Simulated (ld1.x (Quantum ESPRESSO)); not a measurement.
# u(r) = r·R(r): atom against pseudo-atom (Mn (Z = 25))

Columns: radius, all-electron u(r) and pseudo u(r) of the 3d shell (level -5.13 eV) of manganese in the configuration [Ne] 3s2 3p6 3d5.5 4s1.5 4p0; LDA (PZ), scalar-relativistic, ultrasoft scheme, ld1.x (Quantum ESPRESSO) 7.5.

```
r (bohr)  all-electron  pseudo
   0.098        0.0544  0.0011
   0.195        0.2260  0.0082
   0.292        0.4302  0.0266
   0.390        0.6085  0.0599
   0.488        0.7373  0.1093
   0.585        0.8159  0.1728
   0.682        0.8544  0.2473
   0.780        0.8630  0.3284
   0.878        0.8508  0.4089
   0.975        0.8255  0.4816
   1.072        0.7923  0.5419
   1.170        0.7545  0.5861
   1.268        0.7146  0.6115
   1.365        0.6748  0.6184
   1.463        0.6353  0.6092
   1.560        0.5974  0.5879
   1.658        0.5608  0.5586
   1.755        0.5264  0.5263
   1.852        0.4939  0.4939
   1.950        0.4630  0.4630
   2.047        0.4342  0.4342
   2.145        0.4071  0.4071
   2.242        0.3819  0.3819
   2.340        0.3580  0.3580
   2.438        0.3358  0.3358
   2.535        0.3151  0.3151
```

Q: How many radial nodes do the two functions have?

A: The all-electron 3d function has n − l − 1 = 0; the pseudo-wave has 0.

Q: At about which radius was the pseudo-wave matched?

A: 1.95 bohr. The columns agree to 0.0005 from 1.75 bohr on; several derivatives are matched, so the curves merge somewhat inside the radius.

Q: Where does each function peak?

A: Outermost all-electron maximum near 0.78 bohr, pseudo maximum near 1.36 bohr (to the table’s step).

Q: Is the pseudo-wave norm-conserving?

A: No, it belongs to an ultrasoft set: the norm inside the radius is not constrained, and the difference is carried by the augmentation charge.
